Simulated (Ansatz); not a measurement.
**Question.** Predict a relaxed structure of the cluster Mg2O2⁻ (the lowest doublet isomer of a short search), charge -1, doublet, at B3LYP-D4/def2-TZVPD (Ansatz).

**Answer.** 
```xyz
4

Mg    0.5177    1.1109    0.1150
Mg   -0.5176   -1.1110   -0.1149
O    -0.2932   -0.0089    1.4065
O     0.2931    0.0090   -1.4065
```
Point group D2h (tolerance 0.1 Å). This is one stationary point.

The highest occupied level of the charge -1 doublet lies above zero (up to 0.16 eV). By energy differences its removal costs 1.30 eV (vertical, to the charge 0 singlet, at PBE0-D4/def2-TZVPD). The relaxation made no stability test and no search for a lower SCF solution. The structure comes from a short search, and lower isomers may exist.
